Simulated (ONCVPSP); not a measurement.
Which change was made? (Pb, ONCV)

ONCVPSP 4.0.1 input, shortened (lines: element, Z, core and valence counts, functional; n l f; lmax; l rc ep ncon nbas qcut; lloc lpopt rc5 dvloc0; l nproj debl; icmod fcfact rcfact), BLYP, scalar-relativistic:

```
  Pb 82.00   11    4  -106131      upf
    1    0    2.00
    2    0    2.00
    2    1    6.00
    3    0    2.00
    3    1    6.00
    3    2   10.00
    4    0    2.00
    4    1    6.00
    4    2   10.00
    4    3   14.00
    5    0    2.00
    5    1    6.00
    5    2   10.00
    6    0    2.00
    6    1    1.75
    2
    0    2.10    0.00    4    7    3.10
    1    1.60    0.00    5    8    7.50
    2    1.25    0.00    4    7    8.80
    4    5    1.00    1.00
    0    2    1.80
    1    3    1.70
    2    2    0.90
    3    5.50    1.40
```

Cutoffs, loose and tight: the cutoffs (Ha) at which the residual kinetic energy of the hardest occupied pseudo-wave falls to 1 and 0.1 mHa per electron. They do not see the model core or the augmentation charge, which bear on the density cutoff. Test errors are all-electron minus pseudo excitation energies from the reference, over the configurations 5p6 5d10 6s2 6p2; 5p6 5d10 6s2 6p1; 5p6 5d10 6s2 6p0; 5p6 5d9 6s2 6p2; variants that change the core or the reference have their own tests.

The base gives: outcome: generated; cutoff, loose: 24 Ha; cutoff, tight: 49 Ha; bound ghosts: s; GHOST(+) flags above zero: p; largest test error (meV): -21.

Q: After one change the result is: outcome: generated; cutoff, loose: 39 Ha; cutoff, tight: 87 Ha; bound ghosts: s; GHOST(+) flags above zero: p; largest test error (meV): -21. Which change was it?
A. p: rc 1.1
B. p: rc 1.3
C. p: rc 1.46

A: C. The others give: p: rc 1.1 → outcome: generated; cutoff, loose: 143 Ha; cutoff, tight: 166 Ha; bound ghosts: s, p; GHOST(+) flags above zero: p; largest test error (meV): -22 | p: rc 1.3 → outcome: generated; cutoff, loose: 97 Ha; cutoff, tight: 117 Ha; bound ghosts: s; GHOST(+) flags above zero: none; largest test error (meV): -22.
